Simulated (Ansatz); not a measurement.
A run for Ansatz (a program for electronic structure): R-wB97X-V/def2-TZVPP on AlH3Se2 (SMILES [SeH][AlH][SeH]), a point of a torsion scan.

Ansatz 0.2 input:
```yaml
crystal:
  periodic: [false, false, false]
  atoms:
    - {symbol: Se, position_ang: [-2.25778179, -0.40766386, -0.76498516]}
    - {symbol: Al, position_ang: [-0.47512071, 1.04443766, -0.61491659]}
    - {symbol: Se, position_ang: [-0.31661837, 2.86806125, 0.79448650]}
    - {symbol: H, position_ang: [-2.11169043, -0.77571036, 0.62637295]}
    - {symbol: H, position_ang: [0.73124193, 0.83920037, -1.53783527]}
    - {symbol: H, position_ang: [1.02840461, 3.07476480, 0.32035952]}
basis:
  gaussian:
    orbitals: def2-TZVPP
hamiltonian:
  xc: {name: wB97X-V}
scf: {lower_state_search: off}
```

Program output:

```
WARN ansatz: RAYON_NUM_THREADS=1 ignored (pool sized by the plan → 1); use --threads N
Functional definition: wB97X-V
these checks for a lower state are left out or cut short: stability, starts, cluster_reference, orbital_swaps, neighbouring_geometries, increment
integrals: 0.16 GiB planned
1283 factors; their error is unknown
integrals: 0.19 GiB planned
247 factors; integrals over basis functions are off by at most 7.4e-6 eV
mean field: 1.33 GiB planned
mean field evaluation 1: about -137332.9389 eV, gradient 1.5e1 eV
mean field evaluation 2: about -137333.5778 eV, gradient 6.8e0 eV
mean field evaluation 4: about -137333.7189 eV, gradient 7.5e-1 eV
mean field evaluation 8: about -137334.2613 eV, gradient 4.1e-1 eV
mean field evaluation 16: about -137334.2614 eV, gradient 4.1e-5 eV
mean field -137334.26142012 eV, -5046.9410186835 hartree, gradient 3.4e-6 eV, S^2 0.000000; 0 other end points of the search recorded, 0 dependent functions left out
reference -137334.26141822 eV, -5046.9410186138 hartree; 42, 42 occupied and 138, 138 virtual orbitals, 1283 factors
Total energy: -137334.26141822 eV, -5046.9410186138 hartree
Checks for a lower state left out: stability, starts, cluster_reference, orbital_swaps, neighbouring_geometries, increment
```

Self-consistency was reached.

Cost: about 7 core-seconds (a rough figure).
